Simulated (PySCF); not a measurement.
Si(OH)(NH2) (H3NOSi), SMILES N[Si]O (connectivity only; charge and spin as stated), neutral, multiplicity 1. The structure is a stationary point at r2SCAN-D4/def2-TZVP. Other conformers were not sampled.

TDDFT-ωB97X/def2-SVPD (PySCF) puts the lowest singlet excitations at 5.32, 6.73, 6.98, 7.26, 7.53, 7.83 eV.

What are the lowest excitation roots from ADC(2)/aug-cc-pVDZ in PySCF? (The exact figures need the calculation; the answer reports its results.)

5.45, 6.09, 6.32, 6.41, 6.57, 6.99 eV. S1 differs by 0.13 eV (second minus first; roots are paired by order, and the bases may differ).
